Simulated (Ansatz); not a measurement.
One change: `[SiH3][N]([SiH3])[ZnH]` becomes `[MgH][N]([SiH3])[SiH3]`.

Ansatz, PBE0-D4/def2-TZVP geometries, multiplicity 1. 

Scalar relativity is left out up to krypton.

```csv
property,`[SiH3][N]([SiH3])[ZnH]`
HOMO energy (PBE0/def2-TZVPP) / eV,-7.44
size of the dipole moment (ωB97M-V/def2-TZVPP) / D,0.99
size of the dipole moment (PBE/def2-TZVPP) / D,0.95
LUMO energy (B3LYP/def2-TZVPP) / eV,-0.83
HOMO energy (B3LYP/def2-TZVPP) / eV,-7.22
HOMO–LUMO gap (PBE/def2-TZVPP) / eV,4.73
```

Q: What does the change do to each property? (Best estimate.)

A: Computed: 
```json
{"property": "HOMO energy (PBE0/def2-TZVPP) / eV", "`[MgH][N]([SiH3])[SiH3]`": "-7.36", "shift": "0.08"}
{"property": "size of the dipole moment (ωB97M-V/def2-TZVPP) / D", "`[MgH][N]([SiH3])[SiH3]`": "0.62", "shift": "-0.37"}
{"property": "size of the dipole moment (PBE/def2-TZVPP) / D", "`[MgH][N]([SiH3])[SiH3]`": "0.71", "shift": "-0.24"}
{"property": "LUMO energy (B3LYP/def2-TZVPP) / eV", "`[MgH][N]([SiH3])[SiH3]`": "-1.26", "shift": "-0.43"}
{"property": "HOMO energy (B3LYP/def2-TZVPP) / eV", "`[MgH][N]([SiH3])[SiH3]`": "-7.14", "shift": "0.08"}
{"property": "HOMO–LUMO gap (PBE/def2-TZVPP) / eV", "`[MgH][N]([SiH3])[SiH3]`": "4.31", "shift": "-0.42"}
```

With PBE0 the HOMO rises by 0.08 eV and the LUMO falls by 0.44 eV, so the gap narrows by about 0.52 eV. PBE moves the HOMO by 0.09 eV and ωB97M-V by 0.08 eV. Dipoles are sizes alone; their direction can turn.

Positive LUMOs are unbound, so they and the gaps depend on the basis.

B3LYP here is the variant with VWN-RPA as its local correlation; programs differ in this.
